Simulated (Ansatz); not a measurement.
Mulliken charges of `F[CH]1S[SiH2][Zn]1` from B3LYP/def2-TZVPP in Ansatz (PBE0-D4/def2-TZVP geometry).

```csv
atom,x (Å),y (Å),z (Å),charge (e)
F1,0.186,0.713,2.331,-0.232
C2,0.518,1.048,1.035,0.104
S3,1.104,-0.401,0.091,-0.180
Si4,-0.628,-0.938,-1.136,0.215
Zn5,-1.080,1.190,-0.204,0.094
H6,1.343,1.760,1.078,0.105
H7,-0.147,-1.187,-2.522,-0.052
H8,-1.296,-2.187,-0.673,-0.055
```

Task: By hand: the dipole of these point charges (1 e Å = 4.8032 D).

Result: Σ q r = (-0.205, 0.293, -0.432) e Å, of length 0.561 e Å = 2.69 D.

Task: How does the dipole of the full density compare? (Best estimate.)

Result: The calculation gave: (-0.340, 0.387, -0.344) e Å, 2.98 D; the point charges give 0.90 times that, at 17° from its direction.

Point charges leave out the atoms' own dipoles, such as those of lone pairs, and Mulliken's split depends on the basis, so the close match here is no proof of good charges.

B3LYP here is the variant with VWN-RPA as its local correlation; programs differ in this.
